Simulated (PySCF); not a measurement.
Run record for `C#CC=C1CCC1`: BP86/6-31G*, grid level 1, full TDDFT, 6 singlets.

Method: TDDFT BP86/6-31G*, vertical, gas phase, core orbitals frozen in the response (PySCF 2.14.0, density-fitted response routines). Geometry: GFN2-xTB. The input is one job of a driver script: a line of settings, then coordinates in Å.

Command:
```bash
OMP_NUM_THREADS=1 python probes_run.py task.json out
```

Input:
```
{"job": {"kind": "uv", "xc": "BP86", "basis": "6-31G*", "nstates": 6, "ntriplets": 0, "tda": false, "grid": 1}, "charge": 0, "multiplicity": 1}
C      3.434834    -0.012965    -0.099610
C      2.344281    -0.499839     0.027926
C      1.069498    -1.082783     0.178942
C     -0.058328    -0.386767     0.085664
C     -1.510733    -0.751105     0.200074
C     -1.864432     0.724869    -0.066485
C     -0.364523     1.060089    -0.174716
H      4.387594     0.410613    -0.211814
H      1.050622    -2.147406     0.378509
H     -1.806332    -1.124890     1.180795
H     -1.862227    -1.454469    -0.555443
H     -2.376778     1.217478     0.756608
H     -2.426622     0.891889    -0.982344
H      0.017229     1.743952     0.583370
H     -0.038499     1.419323    -1.150734
```

Output:
```
final grid: 56040 points
cycle   1  E = -271.3225080186  dE =  8.297e-01  |g| = 5.808e-01  |ddm| = 4.151e+00
cycle   2  E = -271.2767725512  dE =  4.574e-02  |g| = 7.114e-01  |ddm| = 1.623e+00
cycle   3  E = -271.4191327590  dE = -1.424e-01  |g| = 8.467e-02  |ddm| = 9.830e-01
cycle   4  E = -271.4201322411  dE = -9.995e-04  |g| = 5.248e-02  |ddm| = 1.366e-01
cycle   5  E = -271.4207256316  dE = -5.934e-04  |g| = 2.456e-02  |ddm| = 6.380e-02
cycle   6  E = -271.4208868208  dE = -1.612e-04  |g| = 4.800e-03  |ddm| = 2.980e-02
cycle   7  E = -271.4208929873  dE = -6.167e-06  |g| = 7.461e-04  |ddm| = 7.179e-03
cycle   8  E = -271.4208931105  dE = -1.232e-07  |g| = 3.136e-04  |ddm| = 1.141e-03
cycle   9  E = -271.4208931337  dE = -2.321e-08  |g| = 1.013e-04  |ddm| = 3.901e-04
cycle  10  E = -271.4208931360  dE = -2.246e-09  |g| = 4.792e-05  |ddm| = 1.622e-04
cycle  11  E = -271.4208931366  dE = -6.702e-10  |g| = 1.146e-05  |ddm| = 6.899e-05
converged SCF energy = -271.4208931366

Static polarisability (au): isotropic 71.434, principal 41.221 60.404 112.679

Singlet excitations
state   eV       nm        f      main configurations
  1   5.0340    246.3   0.00011   H-1->L 1.00
  2   5.2437    236.4   0.35296   H->L 0.90
  3   6.0064    206.4   0.00002   H->L+1 0.99
  4   6.3587    195.0   0.00001   H-2->L 0.99
  5   6.6947    185.2   0.05530   H-3->L 0.83
  6   6.7713    183.1   0.00005   H-4->L 0.99
```

H and L stand for HOMO and LUMO; the number after each pair is its weight.

Q: Give the mean polarisability as a volume in Å³, and the ratio of the largest to the smallest principal value.

A: 71.434 au × 0.148185 = 10.59 Å³; 112.679/41.221 = 2.73.

Q: How does the lowest singlet excitation compare with the HOMO–LUMO gap?

A: HOMO -5.27 eV and LUMO -1.27 eV give a gap of 4.00 eV; S1 at 5.03 eV lies 1.03 eV above it.

In short: SCF converged in 11 cycles with 114 basis and 704 fitting functions; HOMO -5.27 eV, LUMO -1.27 eV; lowest singlet 5.03 eV; mean polarisability 71.4 au.

All basis functions are spherical, in the Pople sets too.

Cost: about 30 s of CPU time on one thread; the machine was shared, so the figure is rough.
